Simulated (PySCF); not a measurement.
NMR data simulated for an unnamed compound:

¹H NMR (400 MHz, computed): δ 8.01 (s, 1H), 6.35 (m, 1H), 4.55 (m, 1H), 4.49 (m, 3H).

¹³C{¹H} NMR (computed): δ 169.9 (CH), 156.9 (C), 139.8 (CH), 64.5 (CH).

All values are calculated (PySCF 2.14): σ from GIAO-PBE0/pcSseg-1, GFN2-xTB geometry. No relativistic terms, one computed conformer, in vacuum, fast rotation and ring inversion assumed for equivalent nuclei.

References, each an isolated molecule treated in the same way: ¹H, ¹³C vs TMS.

Question: Which of these does the molecule contain: an ester, a non-aromatic C=C double bond, a Si–H bond, a benzene ring, an NH or NH2 group, a three-membered ring?

Answer: 
- An ester: yes (δC 169.9; δH 8.01 (s)).
- A non-aromatic C=C double bond: yes.
- A Si–H bond: yes (δH 4.49 (m)).
- A benzene ring: no.
- An NH or NH2 group: no.
- A three-membered ring: no.

The data belong to `O=CO[C@H]([SiH3])/C(F)=C/F`, C4H6F2O2Si; they needn't prove each group on their own.

Carbon signals by region: 1 in the far downfield region (above 160 ppm), 2 in the sp2 and nitrile region (100–160 ppm), 1 at 50–100 ppm. Above 160 ppm: 169.9, ester carbonyl carbon.

Splittings by ¹⁹F in the carbon and heteronuclear signals aren't shown, as no couplings were computed. Shifts are as computed. Against solution values, carbons near 30 ppm lie about +3 ppm off and those near 130 ppm about +5 ppm. Of 1211 compounds with measured shifts, 218 miss one by over three times the rms of a fit or turn the order of signals round; such compounds aren't used in these exercises. Multiplicities follow the n + 1 count of equivalent neighbours, as no J values were calculated; m marks all less simple cases, F and P coupling included.
